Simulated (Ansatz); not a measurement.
Molecule: CuCl, charge 1, multiplicity 2. The spin state was set by rule; other spins were not relaxed. 
Structure (B3LYP-D3(BJ)/def2-TZVP (Ansatz, a quantum-chemistry and plane-wave program) minimum search):
```xyz
2

Cu     0.0000     0.0000    -0.7798
Cl     0.0000     0.0000     1.3303
```
Charge +1, spin multiplicity 2.

Parts of the frozen-core correlation energy in def2-SVP (Ansatz, hartree). Frozen orbitals: 14; correlated occupied orbitals by spin: 9 and 8; virtual: 26 and 27. UHF or UKS for open shells. No spin-orbit coupling. No relativistic terms.

```
term                             value
-------------------------  -----------
reference (HF)             -2097.78527
MP2 opposite-spin             -0.26044
MP2 same-spin                 -0.13844
CCSD correlation              -0.38434
(T)                           -0.01319
T1 diagnostic                    0.041
largest doubles amplitude        0.036
<S^2> of the reference           0.757
```
